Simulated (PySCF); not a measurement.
O3Se, SMILES [O-][Se+2]([O-])=O. The structure is a stationary point at PBE-D3(BJ)/def2-SVP.

Computed with PBE-D3(BJ)/def2-SVP in PySCF.

Harmonic wavenumbers (cm⁻¹): 256, 329, 329, 864, 982, 982. Rotational constants (GHz): 7.983, 7.983, 3.992; symmetry number 6.

### Question
Work out the zero-point energy and the ideal-gas rigid-rotor harmonic-oscillator thermochemistry at 298.15 K and 1 atm.

### Answer
ZPE = ½ Σ hcν = ½ × 3744 cm⁻¹ = 22.39 kJ/mol. H − E(el) = 35.95 kJ/mol. Entropy in J/(mol K): translation 169.16, rotation 88.24, vibration 19.15, total 276.54. G − E(el) = -46.50 kJ/mol. Cp = 59.75 J/(mol K).
